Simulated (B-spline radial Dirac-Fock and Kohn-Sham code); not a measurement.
Calculated with an atomic code on a B-spline grid, using a relativistic central-field model (Hartree-Slater potential of the initial state, Latter tail, multipole expansion of the photon field, Dirac-Fock thresholds). Kinetic energies are from the vacuum level. Open shells are spread statistically over j, without multiplet splitting. Without correlation, outer binding energies are uncertain by a few eV, most for open f shells.

Question: A free atom or ion in its tabulated ground configuration is ionised with 2950 eV photons and gives these photoelectron lines. Identify it and assign the lines.

```csv
kinetic energy (eV),relative cross section
216.8,41.7
665.2,71.2
745.6,100.0
2137.2,4.0
2253.4,5.0
2344.2,10.8
2534.5,10.9
2551.4,15.1
2765.1,0.87
2796.2,3.9
2799.6,4.8
2805.3,0.94
2821.2,1.9
2874.9,0.64
2876.7,0.89
```

Answer: Pt⁵⁺, [Xe] 4f14 5d5. Binding energies are hν less the kinetic energy: 3p3/2 2733.2 eV, 3d3/2 2284.8 eV, 3d5/2 2204.4 eV, 4s 812.8 eV, 4p1/2 696.6 eV, 4p3/2 605.8 eV, 4d3/2 415.5 eV, 4d5/2 398.6 eV, 5s 184.9 eV, 4f5/2 153.8 eV, 4f7/2 150.4 eV, 5p1/2 144.7 eV, 5p3/2 128.8 eV, 5d3/2 75.14 eV, 5d5/2 73.29 eV.

Question: A free atom or ion in its tabulated ground configuration is ionised with 1000 eV photons and gives these photoelectron lines. Identify it and assign the lines.

```
kinetic energy (eV)  relative cross section
              556.3                    21.4
              629.1                    24.0
              656.6                    55.0
              778.6                    68.2
              783.6                   100.0
              884.7                     4.8
              909.5                     4.8
              914.3                    10.5
              917.1                     7.1
              917.8                     9.1
```

Answer: Sm⁵⁺, [Xe] 4f3. Binding energies are hν less the kinetic energy: 4s 443.7 eV, 4p1/2 370.9 eV, 4p3/2 343.4 eV, 4d3/2 221.4 eV, 4d5/2 216.4 eV, 5s 115.3 eV, 5p1/2 90.54 eV, 5p3/2 85.67 eV, 4f5/2 82.88 eV, 4f7/2 82.22 eV.

Question: A free atom or ion in its tabulated ground configuration is ionised with 2060 eV photons and gives these photoelectron lines. Identify it and assign the lines.

```
kinetic energy (eV)  relative cross section
             1523.3                    44.7
             1617.4                    52.2
             1635.1                   100.0
             1800.9                    44.8
             1804.1                    64.6
             1964.3                     8.0
             1993.6                     7.5
             1996.1                    14.2
             2034.6                     1.4
             2034.8                     2.1
```

Answer: Mo²⁺, [Kr] 4d4. Binding energies are hν less the kinetic energy: 3s 536.7 eV, 3p1/2 442.6 eV, 3p3/2 424.9 eV, 3d3/2 259.1 eV, 3d5/2 255.9 eV, 4s 95.66 eV, 4p1/2 66.39 eV, 4p3/2 63.88 eV, 4d3/2 25.40 eV, 4d5/2 25.17 eV.

Question: A free atom or ion in its tabulated ground configuration is ionised with 802 eV photons and gives these photoelectron lines. Identify it and assign the lines.

```csv
kinetic energy (eV),relative cross section
568.9,43.7
617.6,50.9
620.4,100.0
695.3,22.2
695.6,32.6
```

Answer: Cu⁵⁺, [Ar] 3d6. Binding energies are hν less the kinetic energy: 3s 233.1 eV, 3p1/2 184.4 eV, 3p3/2 181.6 eV, 3d3/2 106.7 eV, 3d5/2 106.4 eV.

Question: A free atom or ion in its tabulated ground configuration is ionised with 5410 eV photons and gives these photoelectron lines. Identify it and assign the lines.

| kinetic energy (eV) | relative cross section |
| --- | --- |
| 3715.4 | 100.0 |
| 3860.4 | 43.7 |
| 3881.0 | 81.5 |
| 4817.9 | 21.5 |
| 4854.8 | 1.5 |
| 4859.1 | 2.7 |

Answer: Cu¹⁶⁺, [Ne] 3s2 3p1. Binding energies are hν less the kinetic energy: 2s 1694.6 eV, 2p1/2 1549.6 eV, 2p3/2 1529.0 eV, 3s 592.1 eV, 3p1/2 555.2 eV, 3p3/2 550.9 eV.
